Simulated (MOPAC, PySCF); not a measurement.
C₄H₆O, SMILES `C/C=C/C=O` (C–C–C–O torsion 0°), neutral singlet in the gas phase. 

Cartesian coordinates (Å):
SMILES: C(=C\C=O)/C
```xyz
11

C     -1.6789    -0.4199    -0.4819
C     -0.2772    -0.4058     0.0153
C      0.6229     0.5500    -0.2276
C      1.9958     0.4872     0.3049
O      2.4358    -0.4058     0.9938
H     -1.9090     0.4576    -1.0860
H     -1.8629    -1.3163    -1.0817
H     -2.3814    -0.4626     0.3558
H      0.0421    -1.2442     0.6284
H      0.3706     1.4153    -0.8325
H      2.6423     1.3447     0.0284
```
Charge 0, spin multiplicity 1.

All levels are single points at this geometry (B3LYP-D3(BJ)/def2-TZVP); Pople sets use spherical d functions. Orbital energies aren't observables, and empty levels follow the basis.

B3LYP-D3(BJ)/def2-TZVP in PySCF gives HOMO (eV) = -7.11.

Task: Estimate the HOMO (eV) from each of these levels: B3LYP/3-21G in PySCF; M06-2X/6-31G* in PySCF; PBE/6-31G* in PySCF; HF/6-31G* in PySCF; PM3 in MOPAC.

Result: 
```json
[
 {"level": "B3LYP/3-21G in PySCF", "HOMO (eV)": "-6.61"},
 {"level": "M06-2X/6-31G* in PySCF", "HOMO (eV)": "-8.75"},
 {"level": "PBE/6-31G* in PySCF", "HOMO (eV)": "-5.34"},
 {"level": "HF/6-31G* in PySCF", "HOMO (eV)": "-10.10"},
 {"level": "PM3 in MOPAC", "HOMO (eV)": "-10.46"}
]
```
